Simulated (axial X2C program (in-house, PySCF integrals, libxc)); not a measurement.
**Bond lengths and stretching modes, held linear, of ClSnCl⁻**

Calculated with an axial X2C code built on PySCF integrals: two-component X2C with atomic mean-field Coulomb and Gaunt terms, Gaussian nuclei, basis Cl dyall-av3z, Sn dyall-v3z with contracted cores. Spin-free rows use the one-electron spin-free X2C Hamiltonian.

Masses Cl 34.969, Sn 119.902, Cl 34.969 u. States: 2c Ω = 1/2 (beyond evenly filled blocks: ω = 1/2); spin-free M_S = 1/2, Λ = 1 (beyond evenly filled blocks: π+α).

PBE0, 2c: energies above the lowest point

| r(Cl–Sn) (Å) | r(Sn–Cl) (Å) | E (meV) |
| --- | --- | --- |
| 2.6227 | 2.6227 | 23.85 |
| 2.6227 | 2.6900 | 8.46 |
| 2.6227 | 2.7572 | 11.28 |
| 2.6900 | 2.6227 | 8.46 |
| 2.6900 | 2.6900 | 0.00 |
| 2.6900 | 2.7572 | 9.33 |
| 2.6900 | 2.8245 | 32.23 |
| 2.7572 | 2.6227 | 11.28 |
| 2.7572 | 2.6900 | 9.33 |
| 2.7572 | 2.7572 | 24.78 |
| 2.8245 | 2.6900 | 32.23 |
| 2.8245 | 2.8245 | 87.60 |

Question: Fit a quadratic surface with cubic terms in each bond: where is the minimum, and what are the two stretching wavenumbers?

Answer: At PBE0, 2c: bonds 2.687 and 2.687 Å; harmonic stretches 177.6 and 202.5 cm⁻¹; force constants 0.627, 0.627 and coupling 0.22 mdyn/Å.

The other levels and Hamiltonians give:

```csv
Hamiltonian,level,r(Cl–Sn) (Å),r(Sn–Cl) (Å),lower stretch (cm⁻¹),upper stretch (cm⁻¹)
2c,HF,2.768,2.768,125.7,192.0
2c,PBE,2.703,2.703,180.3,198.3
2c,MP2,2.675,2.675,185.6,208.1
spin-free,PBE0,2.682,2.682,178.8,203.5
spin-free,HF,2.763,2.763,127.3,193.3
spin-free,PBE,2.699,2.699,181.5,199.4
spin-free,MP2,2.670,2.670,186.8,209.2
```

Each state is one determinant, the lowest of a limited PBE0 search; the stretches come from a fit to these few points and carry an uncertainty of a few per cent. Other orders of the atoms were not compared. The levels spread by more than a fifth, so the stretches depend strongly on the method. MP2 freezes inner shells (threshold -2 hartree). For an anion the highest level of a functional can be positive, and the basis then holds the extra electron. The molecule was held linear; bending was not examined, so a bent shape may lie lower. Note: functional without a current term on a determinant with orbital currents, of the molecule or an atom.
